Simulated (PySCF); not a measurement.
**Hf²⁺: ionisation energy**

Hf²⁺ [Xe] 4f14 5d2 (3F) → Hf³⁺ [Xe] 4f14 5d1 (2D), as a difference of total energies. Calculation: PySCF 2.14, in aug-cc-pwCVQZ-PP with ECP60MDF (9s9p8d5f4g3h, 180 functions); scalar relativity through the core potential. Correlated levels: valence: 5s2 5p6 frozen; valence and next inner shell: nothing frozen outside the core potential. The calculations carry no spin-orbit coupling.

```
                                method  ionisation energy (eV)
                                   UHF                  21.547
                                   LDA                  22.577
                                  PBE0                  22.506
                                r2SCAN                  22.487
                         MP2 (valence)                  21.652
                     SCS-MP2 (valence)                  21.582
    MP2 (valence and next inner shell)                  22.136
SCS-MP2 (valence and next inner shell)                  22.038
```

Q: How much does correlation contribute at MP2 (valence and next inner shell)?

A: 22.136 − (21.547) = 0.589 eV, measured against UHF.

The reference lies between the lowest fine-structure levels, while these numbers refer to the centres of the terms.

For comparison: 22.55 ± 0.04 eV (theoretical estimate listed by NIST; NIST Atomic Spectra Database, ionization energies).
